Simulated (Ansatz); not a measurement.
Basis-set extrapolation for Cl2FH3OSi2 (`F[Si](Cl)(Cl)O[SiH3]`) (PBE0-D4/def2-TZVP geometry, frozen core, the Gaussian-basis code of Ansatz). Multiplicity 1, RHF reference.

```csv
,def2-TZVPP,def2-QZVPP
HF,-1673.334762,-1673.388211
MP2 correlation,-1.089258,-1.191711
CCSD(T) correlation,-1.183211,not run
```

Energies in hartree. Use E(X) = E(∞) + A·exp(−7.88·√X) for Hartree–Fock and E(X) = E(∞) + B·X^(−2.97) for correlation, with X = 3 and 4, and add CCSD(T) minus MP2 of the smaller set to the MP2 limit.

Q: What is the CCSD(T) energy at the basis-set limit?

A: HF limit: -1673.388211 + (-0.053449) × 0.13774 = -1673.39557. MP2 limit: -1.191711 + (-0.102453) × 0.74074 = -1.26760. Higher-order term: -1.183211 − (-1.089258) = -0.09395. Total: -1674.75712 hartree, 150.1 kcal/mol below CCSD(T)/def2-TZVPP.
